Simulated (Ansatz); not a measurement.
Molecule: C₃H₆O₂ (charge 0, singlet). 
Coordinates optimised at B3LYP-D3(BJ)/def2-TZVP (Ansatz, an electronic-structure program):
```xyz
11

C     -1.8543     0.1696     0.1592
C     -0.4282    -0.1404    -0.2035
O     -0.0723    -0.8339    -1.1211
O      0.4291     0.4670     0.6430
C      1.8231     0.2390     0.3870
H     -2.5223    -0.3365    -0.5316
H     -2.0217     1.2467     0.1188
H     -2.0572    -0.1540     1.1808
H      2.0924     0.5983    -0.6055
H      2.3561     0.7951     1.1531
H      2.0542    -0.8236     0.4535
```

Computed values are from Ansatz. Correlated levels leave the core frozen unless marked. UHF or UKS for open shells. Spin-orbit coupling is left out. Non-relativistic. CBS marks a two-point X^-3 extrapolation of the correlation energy; Hartree-Fock from the larger set. [CCSD(T)-MP2]/basis is that difference in the basis named.

The atomisation energy De comes out as 1086.7 kcal/mol at RI-MP2/CBS(aug-cc-pVTZ,aug-cc-pVQZ)+[CCSD(T)-MP2]/aug-cc-pVTZ, the total energy comes out as -268.1175 Eh at RI-MP2/CBS(aug-cc-pVTZ,aug-cc-pVQZ)+[CCSD(T)-MP2]/aug-cc-pVTZ and the dipole moment is 1.81 D at CCSD(T)/aug-cc-pVDZ. The T1 diagnostic is 0.014 at CCSD/aug-cc-pVTZ. The measured enthalpy of formation, 298 K is -98.8 kcal/mol (CRC Handbook, as tabulated in the package chemicals; older table, unchecked) and the measured dipole moment comes out as 1.72 D (NIST CCCBDB, as tabulated in the package chemicals; older table, unchecked).
